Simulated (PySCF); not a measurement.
C2H5BBrF, SMILES CCB(F)Br.

The structure is a stationary point at PBE-D3(BJ)/def2-SVP. This is a generated structure with no PubChem entry under its InChIKey; it may be hypothetical. The values are those of a single conformer.

All values below come from CAM-B3LYP/def2-TZVP in PySCF.

Symmetry labels are those of the subgroup Cs that the program uses (full group Cs).

Problem. List the valence orbital energies around the gap with their symmetry. (The exact figures need the calculation; the answer reports its results.)

Solution. 
| orbital | symmetry | energy (eV) |
|---|---|---|
| HOMO−7 | A" | -14.01 |
| HOMO−6 | A' | -13.98 |
| HOMO−5 | A' | -13.02 |
| HOMO−4 | A' | -11.91 |
| HOMO−3 | A" | -11.60 |
| HOMO−2 | A' | -10.76 |
| HOMO−1 | A" | -10.16 |
| HOMO | A' | -9.80 |
| LUMO | A" | 0.43 |
| LUMO+1 | A' | 1.35 |
| LUMO+2 | A' | 2.54 |
| LUMO+3 | A' | 2.82 |
